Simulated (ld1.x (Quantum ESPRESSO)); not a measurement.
## Transferability test, ultrasoft potential for magnesium (Mg)

ld1.x (Quantum ESPRESSO) 7.5 input, shortened:

```
&input
   title='Mg', zed=12., rel=0, dft='PBE', iswitch=3,
   config='[Ne] 3s1 3p0 3d-2'
 /
 &inputp
   pseudotype=3, tm=.true., lloc=-1, rcloc=2.55,
   nlcc=.true., rcore=2.20,
   which_augfun='PSQ', rmatch_augfun=1.85
 /
6
3S  1  0   1.00   0.00  2.10  2.65  0.0
3S  1  0   0.00   1.25  2.10  2.65  0.0
3P  2  1   0.00   0.00  2.00  2.70  0.0
3P  2  1   0.00   1.95  2.00  2.70  0.0
3D  3  2  -2.00   0.05  2.20  2.85  0.0
3D  3  2  -2.00   0.50  2.20  2.85  0.0
 &test
   configts(1)='3s1 3p0'
 /
```

Energies are relative to the spin-unpolarised reference configuration 3s1 3p0; without spin polarisation the order of configurations can differ from experiment.

**Question.** Give the all-electron excitation energy and the error of the potential for: 3s2 3p0; 3s1.5 3p0; 3s1 3p1; 3s0 3p1; 3s0 3p2.

**Answer.**

```tsv
valence configuration	charge	ΔE all-electron (eV)	error AE − PS (meV)
3s2 3p0	0	-7.949	+5.0
3s1.5 3p0	+0.5	-4.809	+3.1
3s1 3p1	0	-4.473	+0.8
3s0 3p1	+1	4.345	+27
3s0 3p2	0	-0.800	+17
```
